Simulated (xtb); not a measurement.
H8Si3, charge +1, doublet, from a rough starting geometry (a state made from the parent by changing its charge; the spin is typed, not shown lowest); xtb with GFN2-xTB.

xtb was given this input:
```
$ xtb mol.xyz --gfn 2 --chrg 1 --uhf 1 --opt vtight --json

# file mol.xyz
11

Si     1.80976089     0.69939279    -0.05805818
Si     0.12722432    -0.92844942    -0.10060719
Si    -1.98668860    -0.11063709     0.10203179
H      3.20138313     0.25858572    -0.10540651
H      1.70196997     1.71079695    -1.11715551
H      1.81689206     1.47996292     1.21930040
H      0.40441258    -1.88517235     0.93286141
H      0.23661881    -1.69461623    -1.33955230
H     -2.28531188     0.87115174    -0.91228000
H     -2.14050442     0.62379665     1.39121405
H     -3.06168918    -1.06677154     0.04963566
```

Output, abridged:

```
   ID    Z sym.   atoms
    1   14 Si     1-3
    2    1 H      4-11

           -------------------------------------------------
          |                Calculation Setup                |
           -------------------------------------------------

           -------------------------------------------------
          |                 G F N 2 - x T B                 |
           -------------------------------------------------

          ...................................................
          :                      SETUP                      :
          :.................................................:
          :  # basis functions                  38          :
          :  # atomic orbitals                  35          :
          :  # shells                           17          :
          :  # electrons                        19          :
          :  max. iterations                   250          :
          :  Hamiltonian                  GFN2-xTB          :
          :  restarted?                      false          :
          :  GBSA solvation                  false          :
          :  PC potential                    false          :
          :  electronic temp.          300.0000000     K    :
          :  accuracy                    1.0000000          :
          :  -> integral cutoff          0.2500000E+02      :
          :  -> integral neglect         0.1000000E-07      :
          :  -> SCF convergence          0.1000000E-05 Eh   :
          :  -> wf. convergence          0.1000000E-03 e    :
          :  Broyden damping             0.4000000          :
          :  net charge                          1          :
          :  unpaired electrons                  1          :
          ...................................................

 iter      E             dE          RMSdq      gap      omega  full diag
   1     -8.7410906 -0.874109E+01  0.679E+00    4.10       0.0  T
   2     -8.8670868 -0.125996E+00  0.398E+00    3.67       1.0  T
   3     -8.8684257 -0.133892E-02  0.214E+00    3.69       1.0  T
   4     -8.8682317  0.193980E-03  0.754E-01    3.74       1.0  T
   5     -8.8688868 -0.655083E-03  0.378E-01    3.73       1.0  T
   6     -8.8688994 -0.125829E-04  0.152E-01    3.71       1.0  T
   7     -8.8689758 -0.764577E-04  0.460E-02    3.71       1.0  T
   8     -8.8689752  0.614013E-06  0.199E-02    3.71       1.5  T
   9     -8.8689765 -0.126510E-05  0.119E-02    3.71       2.5  T
  10     -8.8689764  0.403959E-07  0.101E-02    3.71       3.0  T
  11     -8.8689766 -0.136667E-06  0.582E-03    3.71       5.2  T
  12     -8.8689766 -0.411691E-07  0.226E-03    3.71      13.3  T
  13     -8.8689766 -0.104606E-07  0.177E-04    3.71     170.2  T
  14     -8.8689766 -0.160032E-10  0.908E-05    3.71     332.0  T

   *** convergence criteria satisfied after 14 iterations ***

         :::::::::::::::::::::::::::::::::::::::::::::::::::::
         ::                     SUMMARY                     ::
         :::::::::::::::::::::::::::::::::::::::::::::::::::::
         :: total energy              -8.777779168207 Eh    ::
         :: gradient norm              0.073766371053 Eh/a0 ::
         :: HOMO-LUMO gap              3.706894116953 eV    ::
         ::.................................................::
         :: SCC energy                -8.868966848611 Eh    ::
         :: -> isotropic ES            0.118617895570 Eh    ::
         :: -> anisotropic ES         -0.006032993307 Eh    ::
         :: -> anisotropic XC          0.005484601139 Eh    ::
         :: -> dispersion             -0.005706445355 Eh    ::
         :: repulsion energy           0.091187680404 Eh    ::
         :: add. restraining           0.000000000000 Eh    ::
         :: total charge               1.000000000000 e     ::
         :::::::::::::::::::::::::::::::::::::::::::::::::::::

      -----------------------------------------------------------
     |                   =====================                   |
     |                        A N C O P T                        |
     |                   =====================                   |
     |               Approximate Normal Coordinate               |
     |                Rational Function Optimizer                |
      -----------------------------------------------------------
      -----------------------------------------------------------
     |                   =====================                   |
     |                        A N C O P T                        |
     |                   =====================                   |
     |               Approximate Normal Coordinate               |
     |                Rational Function Optimizer                |
      -----------------------------------------------------------

          ...................................................
          :                      SETUP                      :
          :.................................................:
          :   optimization level         verytight          :
          :   max. optcycles                   220          :
          :   ANC micro-cycles                  20          :
          :   degrees of freedom                27          :
          :.................................................:
          :   RF solver                   davidson          :
          :   write xtbopt.log                true          :
          :   linear?                        false          :
          :   energy convergence         0.1000000E-06 Eh   :
          :   grad. convergence          0.2000000E-03 Eh/α :
          :   maxmium RF displ.          1.0000000          :
          :   Hlow (freq-cutoff)         0.1000000E-01      :
          :   Hmax (freq-cutoff)         5.0000000          :
          :   S6 in model hess.         20.0000000          :
          ...................................................

generating ANC from exact Hessian ...
Using Lindh-Hessian (1995)
[...]
 * total energy  :    -8.7971313 Eh     change       -0.9095000E-04 Eh
 * total energy  :    -8.7971963 Eh     change       -0.6496920E-04 Eh
 * total energy  :    -8.7972566 Eh     change       -0.6034700E-04 Eh
 * total energy  :    -8.7973133 Eh     change       -0.5666770E-04 Eh
 * total energy  :    -8.7973627 Eh     change       -0.4937467E-04 Eh
 * total energy  :    -8.7973770 Eh     change       -0.1438057E-04 Eh
 * total energy  :    -8.7973846 Eh     change       -0.7594377E-05 Eh
 * total energy  :    -8.7973876 Eh     change       -0.2981268E-05 Eh
 * total energy  :    -8.7973899 Eh     change       -0.2286198E-05 Eh
 * total energy  :    -8.7973907 Eh     change       -0.8085795E-06 Eh
 * total energy  :    -8.7973912 Eh     change       -0.4557360E-06 Eh
 * total energy  :    -8.7973913 Eh     change       -0.1383311E-06 Eh
 * total energy  :    -8.7973914 Eh     change       -0.6174507E-07 Eh
   *** GEOMETRY OPTIMIZATION CONVERGED AFTER 18 ITERATIONS ***
[...]

         :::::::::::::::::::::::::::::::::::::::::::::::::::::
         ::                     SUMMARY                     ::
         :::::::::::::::::::::::::::::::::::::::::::::::::::::
         :: total energy              -8.797391362043 Eh    ::
         :: gradient norm              0.000062778124 Eh/a0 ::
         :: HOMO-LUMO gap              3.381777079475 eV    ::
         ::.................................................::
         :: SCC energy                -8.878427078986 Eh    ::
         :: -> isotropic ES            0.113452088991 Eh    ::
         :: -> anisotropic ES         -0.008270826637 Eh    ::
         :: -> anisotropic XC          0.004273637187 Eh    ::
         :: -> dispersion             -0.005826601159 Eh    ::
         :: repulsion energy           0.081035716943 Eh    ::
         :: add. restraining           0.000000000000 Eh    ::
         :: total charge               1.000000000000 e     ::
         :::::::::::::::::::::::::::::::::::::::::::::::::::::

           -------------------------------------------------
          |                Property Printout                |
           -------------------------------------------------

    * Orbital Energies and Occupations

         #    Occupation            Energy/Eh            Energy/eV
      -------------------------------------------------------------
         1        2.0000           -0.9595547             -26.1108
         2        2.0000           -0.8891662             -24.1954
         3        2.0000           -0.8187687             -22.2798
         4        2.0000           -0.6076876             -16.5360
         5        2.0000           -0.6046167             -16.4525
         6        2.0000           -0.6022122             -16.3870
         7        2.0000           -0.6012803             -16.3617
         8        2.0000           -0.5985720             -16.2880
         9        2.0000           -0.5587976             -15.2057
        10        1.0000           -0.5172271             -14.0745 (HOMO)
        11                         -0.3929491             -10.6927 (LUMO)
        12                         -0.3888771             -10.5819
        13                         -0.3843353             -10.4583
        14                         -0.3819398             -10.3931
        15                         -0.3653731              -9.9423
        16                         -0.3492870              -9.5046
        17                         -0.3466694              -9.4334
        18                         -0.3433741              -9.3437
        19                         -0.3270909              -8.9006
        20                         -0.2959198              -8.0524
        21                         -0.2939252              -7.9981
       ...                                ...                  ...
        35                          0.6322818              17.2053
      -------------------------------------------------------------
                  HL-Gap            0.1242780 Eh            3.3818 eV
             Fermi-level           -0.4965502 Eh          -13.5118 eV

     #   Z          covCN         q      C6AA      α(0)
     1  14 Si       3.632     0.436    99.279    19.114
     2  14 Si       3.582     0.392   101.117    19.331
     3  14 Si       3.632     0.436    99.281    19.114
     4   1 H        0.920    -0.028     3.590     2.963
     5   1 H        0.919    -0.034     3.729     3.020
     6   1 H        0.919    -0.034     3.732     3.021
     7   1 H        0.918    -0.036     3.761     3.033
     8   1 H        0.918    -0.036     3.761     3.033
     9   1 H        0.919    -0.034     3.728     3.020
    10   1 H        0.919    -0.034     3.727     3.019
    11   1 H        0.920    -0.028     3.587     2.962

 Mol. C6AA /au·bohr⁶  :       2039.853922
 Mol. C8AA /au·bohr⁸  :      93747.431122
 Mol. α(0) /au        :         81.630131

Wiberg/Mayer (AO) data.
largest (>0.10) Wiberg bond orders for each atom

 ---------------------------------------------------------------------------
     #   Z sym  total        # sym  WBO       # sym  WBO       # sym  WBO
 ---------------------------------------------------------------------------
     1  14 Si   3.476 --     4 H    0.896     5 H    0.890     6 H    0.890
                             2 Si   0.637
     2  14 Si   3.226 --     8 H    0.908     7 H    0.908     1 Si   0.637
                             3 Si   0.636
     3  14 Si   3.475 --    11 H    0.896    10 H    0.890     9 H    0.890
                             2 Si   0.636
     4   1 H    0.998 --     1 Si   0.896
     5   1 H    0.999 --     1 Si   0.890
     6   1 H    0.999 --     1 Si   0.890
     7   1 H    0.999 --     2 Si   0.908
     8   1 H    0.999 --     2 Si   0.908
     9   1 H    0.999 --     3 Si   0.890
    10   1 H    0.999 --     3 Si   0.890
    11   1 H    0.998 --     3 Si   0.896
 ---------------------------------------------------------------------------

Topologies differ in total number of bonds
Writing topology from bond orders to xtbtopo.mol

molecular dipole:
                 x           y           z       tot (Debye)
 q only:       -0.018      -0.076       0.003
   full:       -0.040       0.031       0.015       0.133
molecular quadrupole (traceless):
                xx          xy          yy          xz          yz          zz
 q only:        7.435       2.156      -2.292      -0.566       0.160      -5.143
  q+dip:        8.134       2.524      -3.307      -0.547       0.002      -4.827
   full:        9.860       2.978      -3.660      -0.696       0.079      -6.200

optimized geometry written to: xtbopt.xyz

           -------------------------------------------------
          | TOTAL ENERGY               -8.797391362043 Eh   |
          | GRADIENT NORM               0.000062778124 Eh/α |
          | HOMO-LUMO GAP               3.381777079475 eV   |
           -------------------------------------------------
```
